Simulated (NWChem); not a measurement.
# Si$_{2}$Cl$_{5}$, doublet; SMILES Cl[Si](Cl)[Si](Cl)(Cl)Cl

```xyz
7

Cl    -1.6802     2.2324    -0.2188
Si    -0.0037     1.3625     0.6204
Cl     1.6961     2.2238    -0.1798
Si    -0.0029    -0.9235     0.0661
Cl     0.0287    -1.2580    -1.9578
Cl     1.6538    -1.7868     0.9138
Cl    -1.6916    -1.7756     0.8602
```
Atoms are numbered in this order, from 1.

Computed with NWChem. Spin-unrestricted. The geometry was optimised at PBE0/def2-SVP, spin-unrestricted. No stability test was run on the SCF state. Level: PBE/def2-SVP with SMD (1 M gas to 1 M solution), gas-phase geometry. Reactions with the solvent are ignored.

Question: What does the run give for solvent toluene? Quantities: solvation free energy (kcal/mol); cavity-dispersion-structure term (kcal/mol); dipole in solution (D).

Answer: 
```json
{
  "solvation free energy (kcal/mol)": "-5.6",
  "cavity-dispersion-structure term (kcal/mol)": "-5.2",
  "dipole in solution (D)": "0.66"
}
```
